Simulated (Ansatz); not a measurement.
HIO, SMILES `OI`, relaxed with RKS PBE0-D4/def2-TZVP in the Gaussian-basis code of Ansatz from a PBE-D4/def2-SVP geometry. The force threshold is 0.005 eV/Å; the program also tests the step.

The species carries charge 0 and has multiplicity 1. I: def2 effective core potential.

Start:

```xyz
3

O     0.385    0.197    0.541
I    -0.879    0.580   -1.026
H     0.495   -0.777    0.486
```

How much energy does the relaxation release, and in how many steps? (Best estimate.)

Ansatz gave: 5.55 kJ/mol, in 3 steps.

Which bonds change most? (Estimate.)

Ansatz gave: O1–I2 from 2.049 to 1.974 Å; O1–H3 from 0.981 to 0.964 Å.

Give the relaxed structure. (Best estimate.)

Computed: 
```xyz
3

O     0.361    0.190    0.508
I    -0.856    0.574   -0.997
H     0.496   -0.764    0.489
```
